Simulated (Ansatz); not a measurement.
`[OH][GeH2][NH]CF` + `C[SiH2]O` → `C[SiH](O)[GeH2][OH]` + `NCF`  (formal exchange of groups at a Ge–N bond)

Computed with Ansatz on PBE0-D4/def2-TZVP structures; ΔE is electronic, products minus reactants. CBS: MP2 limit from def2 TZ/QZ plus the TZ coupled-cluster correction, frozen cores. This one scheme is used for every species. Functionals use def2-TZVPP. B3LYP here is the variant with VWN-RPA as its local correlation; programs differ in this. For Ge outer-core shells are correlated without core-valence functions, which leaves a few kJ/mol of doubt a bond. Scalar relativity is left out up to krypton. One conformer a species, not always the lowest.

| species | B3LYP energy (Eh) |
| --- | --- |
| `[OH][GeH2][NH]CF` | -2348.74107 |
| `C[SiH2]O` | -406.57411 |
| `C[SiH](O)[GeH2][OH]` | -2560.11316 |
| `NCF` | -195.19746 |

Problem. Work out ΔE.

Solution. ΔE = (-2560.11316) + (-195.19746) − (-2348.74107) − (-406.57411) = 0.00456 Eh = +2.9 kcal/mol. CCSD(T)/CBS gives +4.4 kcal/mol.

Largest T1 diagnostic among the species: 0.012.

From PBE to PBE0 (25 % exact exchange), in def2-TZVPP and without D4, ΔE moves by +1.0 kcal/mol.
